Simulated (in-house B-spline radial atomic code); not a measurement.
# B3LYP (VWN-RPA) excitations of Ru IX (Ru8+)

Method: B3LYP (VWN-RPA). Computed with an all-electron radial atomic-structure program (B-spline basis): linear response of the closed shell [Ar] 3d10 4s2 4p6 with the functional's adiabatic kernel; scalar-relativistic (spin-free one-electron X2C), finite nucleus, no spin-orbit coupling, no double excitations, S, P, D and F terms only; shells from n = 2 respond. Only terms of natural parity with L up to 3 were computed.

Command:
```bash
python run_td.py task.json out
```
Settings (radii: box in bohr, nucleus in fm):
```
Z                        44
electrons                36
configuration            [Ar] 3d10 4s2 4p6
hamiltonian              x2c
method                   b3lyp
box_radius               11.59
rms_radius               4.4809
intervals                69
```

Time taken, with all properties: 2.9 s on 1 thread of Arm Neoverse N1 (shared host).

The lowest states, in the order of their Tamm-Dancoff energies; the method's threshold (minus the highest occupied level) is 171.49 eV. Labels give the largest channel, * marks a mixed state, and oscillator strengths are full-response dipole values. Semilocal kernels can invert the small singlet-triplet splittings of Rydberg terms. Energies in eV:

```tsv
state	full response	Tamm-Dancoff	oscillator strength
4p → 4d 3P	46.23	46.33	-
4p → 4d 3F	46.84	47.00	-
4p → 4d 1F	50.24	50.26	-
4p → 4d 1P	61.72	63.91	5.29
4p → 5s 3P	79.39	79.40	-
4p → 5s 1P	80.39	80.42	0.6
4s → 4d 3D	80.93	80.99	-
4s → 4d 1D	85.12	85.21	-
4p → 5p 3S	89.74	89.76	-
4p → 5p 3D	90.57	90.58	-
4p → 5p 1D	91.34	91.35	-
4p → 5p 1S	94.95	95.20	-
4p → 4f 3D	95.19	95.22	-
4p → 4f 1D	?	?	-
4p → 5d 3P	107.81	107.82	-
4p → 5d 3F	107.97	107.98	-
4p → 5d 1F	108.57	108.57	-
4p → 5d 1P	109.88	110.11	0.000396
4s → 5s 3S	113.25	113.26	-
4s → 5s 1S	114.99	115.08	-
4p → 6s 3P	?	?	-
4p → 6s 1P	119.80	119.81	0.123
```

(1) Where does 4p → 6s 3P lie?

(2) Where does 4p → 4f 1D lie?

(3) How large is the singlet-triplet splitting of 4p → 4d (F terms) in Tamm-Dancoff?

(4) What polarisabilities and dispersion coefficient does the method give?

Answers

(1) At 119.48 eV in full response, 119.48 eV in Tamm-Dancoff.

(2) At 100.21 eV in full response, 100.41 eV in Tamm-Dancoff.

(3) 3.26 eV, from the unrounded values.

(4) Dipole 1.175 bohr³, quadrupole 1.288 bohr⁵, C6 2.615 hartree·bohr⁶ for two such species.
